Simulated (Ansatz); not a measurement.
Consider the ligand exchange at the Si–F bond: `[CH3][AlH][SiH2]F` + CH₃OH → `CO[SiH2][AlH][CH3]` + H–F.

Computed with Ansatz on PBE0-D4/def2-TZVP structures; ΔE is electronic, products minus reactants. CBS: MP2 limit from def2 TZ/QZ plus the TZ coupled-cluster correction, frozen cores. This one scheme is used for every species. Functionals use def2-TZVPP. B3LYP here is the variant with VWN-RPA as its local correlation; programs differ in this. One conformer a species, not always the lowest.

CCSD(T)/CBS gives +39.6 kJ/mol.

Task: Another level gave +42.8 kJ/mol. Which?
A. B3LYP/def2-TZVPP
B. MP2/def2-TZVPP
C. B2PLYP/def2-TZVPP
D. B3LYP-D4/def2-TZVPP

Result: D. B3LYP-D4 42.8, B3LYP 53.1, MP2/def2-TZVPP 36.1, B2PLYP 47.1 kJ/mol.

Largest T1 diagnostic among the species: 0.011.

The D4 term adds −10.3 kJ/mol with B3LYP and −6.0 kJ/mol with PBE0; it sums over pairs of atoms, weighted by their polarisabilities, and B3LYP, whose exchange is more repulsive, gets the larger term. In def2-TZVPP, CCSD(T) changes the Hartree–Fock value by −18.1 kJ/mol (the triples alone add −3.1 kJ/mol) and MP2 by −20.8 kJ/mol.
